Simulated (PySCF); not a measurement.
C8H15 (charge +1).
SMILES with atom numbers: `[CH3:1][CH2:2][CH2:3][C+:4]([CH3:5])[CH:6]1[CH2:7][CH2:8]1`

Structure used (GFN2-xTB), in Å, numbered top down from 1:
```
atom  x, y, z in Å
C1    -3.2151    0.4411    0.4576
C2    -1.8425    0.3077   -0.1795
C3    -0.8627   -0.4020    0.8093
C4     0.4525   -0.4743    0.1709
C5     0.7851   -1.6921   -0.5675
C6     1.3108    0.6392    0.2511
C7     2.2057    1.0497   -0.9513
C8     2.8512    0.4539    0.2088
H9    -3.6260   -0.5317    0.7129
H10   -3.8895    0.9221   -0.2465
H11   -3.1735    1.0481    1.3576
H12   -1.9136   -0.2801   -1.0951
H13   -1.4503    1.2932   -0.4320
H14   -1.2667   -1.3912    1.0225
H15   -0.8400    0.1957    1.7212
H16   -0.0808   -2.0435   -1.1310
H17    0.9846   -2.4859    0.1602
H18    1.6464   -1.6062   -1.2226
H19    0.9629    1.4634    0.8617
H20    2.2649    2.1169   -1.1042
H21    2.0903    0.4793   -1.8601
H22    3.2162   -0.5605    0.1620
H23    3.3852    1.0842    0.9040
```

NICS is the negative of the GIAO shielding at a point without a nucleus: at the ring centre (0) and 1 Å above and below it (1); zz is the component along the ring normal. Level: GIAO PBE0/pcSseg-1 (PySCF, non-relativistic, gas phase) on the GFN2-xTB geometry, one conformer.

Ring bond lengths (Å), with Mayer bond orders in brackets: C6–C7 1.554 (0.80), C7–C8 1.455 (1.02), C8–C6 1.552 (0.81).

What do the NICS probes read (ppm)?

| ring | type | NICS(0) | NICS(1), two faces | NICS(1)zz, two faces | rms pucker (Å) | centre to ring atoms, mean (Å) |
| --- | --- | --- | --- | --- | --- | --- |
| C6–C7–C8 | 3-membered carbocycle; formal bonds all single | -44.3 | -7.3 / -6.3 | -23.9 / -19.7 | 0.00 | 0.88 |

What can be read from them?

- C6–C7–C8: mean NICS(1)zz -21.8 ppm, shielded. C6, C7, C8 have four or more neighbours, and the NICS criterion for π rings isn't applied. The two faces differ by 4.2 ppm, so no symmetry operation interchanges them. NICS(0) lies 38 ppm below the mean NICS(1).

At the second NICS(1) probe listed for ring C6–C7–C8, 1 Å off the ring, what do the in-plane components average?

The isotropic value is a third of the trace: (3 × -6.3 − (-19.7))/2 = 0.4 ppm.

List the ring angles and the Hirshfeld charges of the ring atoms.

- C6–C7–C8: C6 55.9° (-0.010 e), C7 62.0° (-0.017 e), C8 62.1° (-0.017 e); sum 180.0° against 180° for a flat convex ring.

How shielded are the nuclei of the rings and their hydrogens (means over atoms taken as equivalent)?

```
   atoms                 environment  σ isotropic (ppm)  principal values of the symmetric part, first atom (ppm)
      C6  three-membered-ring carbon              131.1                                        57.1, 152.5, 183.5
 C7 (×2)  three-membered-ring carbon              137.3                                       106.3, 127.3, 175.2
     H19            methine hydrogen              28.13                                          21.8, 28.9, 33.8
H20 (×2)          methylene hydrogen              28.15                                          23.8, 24.7, 36.1
H21 (×2)          methylene hydrogen              28.57                                          24.5, 27.1, 34.2
```
